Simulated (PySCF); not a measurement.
C$_{5}$H$_{12}$Si, charge +1, doublet, geometry from GFN2-xTB (a state made from the parent by changing its charge; the spin is typed, not shown lowest). Base run: HF/STO-3G (PySCF).

Input for PySCF:
```python
from pyscf import gto, scf

mol = gto.M(
    atom='''
C     1.98742222   -0.71387019    1.21039640
C     1.55347815    0.02772452    0.23549644
Si   -0.40674766    0.15074491   -0.16653861
C    -0.62098056    1.98758016   -0.57878704
C    -1.51306925   -0.51904359    1.21237923
C    -0.22472511   -1.09503153   -1.63248113
H     3.02814494   -0.66592410    1.52054307
H     1.38616650   -1.39444468    1.79194372
H     2.13537443    0.66765115   -0.40495820
H    -1.65171731    2.18907041   -0.86195158
H     0.01401259    2.29848376   -1.40600822
H    -0.39466899    2.63030928    0.26936202
H    -1.34268535    0.00041892    2.15316636
H    -2.56436871   -0.38211288    0.96723872
H    -1.36417064   -1.58259184    1.38769868
H     0.45494310   -0.72256590   -2.39229668
H     0.11608295   -2.07310296   -1.30794618
H    -1.21539909   -1.19977601   -2.06727446
''',
    basis='sto-3g',
    charge=1,
    spin=1,
    verbose=4,
)

mf = scf.UHF(mol)
mf.kernel()
mo_i, mo_e, stable_i, stable_e = mf.stability(internal=True, external=True, return_status=True, nroots=6, tol=1e-6)
print('internally stable:', stable_i, ' externally stable:', stable_e)
if not stable_i:
    umf = mf.copy()
    umf.scf_summary = {}
    umf.kernel(umf.make_rdm1(mo_i, mf.mo_occ))
```

The bond that is stretched is that between atoms 18 and 6. A test that says stable can miss a lower solution.

Variants of this job, named by their change:

| change | ΔE vs base (mEh) | <S^2> | E after following the instability (Eh) | <S^2> there | stability test says |
|---|---|---|---|---|---|
| base | 0.000 | 0.800 | - | - | stable |
| bond × 1.25 | 42.586 | 0.804 | - | - | stable |
| bond × 1.5 | 115.5 | 0.999 | - | - | stable |
| bond × 1.8 | 161.0 | 1.209 | -479.21825 | 1.31 | internal instability |
| bond × 2.2 | 176.0 | 1.312 | -479.20324 | 1.39 | internal instability |
| bond × 3.0 | 183.6 | 0.750 | -479.19620 | 0.90 | internal instability |

On stretching, the SCF can end on different states; <S^2> shows the spin contamination of each.
